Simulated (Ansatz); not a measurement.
Geometry optimisation, Ansatz 0.2.0, RKS LDA/def2-SVP.

Input file:

```yaml
crystal:
  periodic: [false, false, false]
  atoms:
    - { symbol: Si, position_ang: [-0.7473, 0.0944, -0.3305] }
    - { symbol: Br, position_ang: [0.4944, -1.3674, -2.2288] }
    - { symbol: H, position_ang: [-1.8536, -0.8798, -0.2378] }
    - { symbol: H, position_ang: [-1.3305, 1.2625, -0.9753] }
    - { symbol: C, position_ang: [0.2001, -0.074, 1.3033] }
    - { symbol: H, position_ang: [1.2347, 0.3663, -1.5669] }
    - { symbol: H, position_ang: [0.829, 0.9469, -0.8969] }
    - { symbol: H, position_ang: [-0.468, -0.4202, 2.0862] }
    - { symbol: H, position_ang: [1.0081, -0.7954, 1.2175] }
    - { symbol: H, position_ang: [0.6333, 0.8668, 1.6292] }
basis:
  gaussian: { orbitals: def2-SVP }
hamiltonian:
  xc: lda
relax:
  f_tol: 0.15
  max_steps: 25
  restrain:
    - { distance: [0, 6], at: 2.72, k: 30.0 }
    - { distance: [5, 1], at: 2.81, k: 30.0 }
    - { distance: [0, 1], at: 2.31, k: 30.0 }
    - { distance: [5, 6], at: 0.62, k: 30.0 }
```

Command:

```bash
$ ansatz run input.yaml --threads 2 --pin off --max-ram 3072MiB --backend cpu --events-out ev --progress --plain --runs-dir out
```

Q: Where does it end, and by what steps?

A: It converged. The restraints hold the end off the free minimum. After 6 steps the energy has fallen by 1.693 eV (the restraints' own energy left out); H6 moved furthest, 0.62 Å. Joined: H6–H7 (0.97 → 0.71 Å).

```csv
step,energy less start (eV),largest force component (eV/Å),accepted
0,0.0000,2.175,yes
1,-0.6041,2.853,yes
2,-0.7734,3.668,yes
3,-1.3140,3.323,yes
4,-1.6350,2.234,yes
5,-1.7104,1.795,yes
6,-1.6926,1.943,yes
```

```xyz
10
Properties=species:S:1:pos:R:3
Si -0.877 -0.260 -0.363
Br 0.166 -1.507 -1.973
H -2.167 -0.988 -0.097
H -1.181 1.076 -0.983
C 0.165 -0.155 1.180
H 1.495 0.898 -1.379
H 1.241 1.366 -0.905
H -0.460 -0.322 2.080
H 0.952 -0.937 1.165
H 0.665 0.828 1.275
```

The run took 4.7 s on 2 threads of Intel(R) Xeon(R) 6975P-C (Granite Rapids) (shared host), peak memory 0.15 GiB.
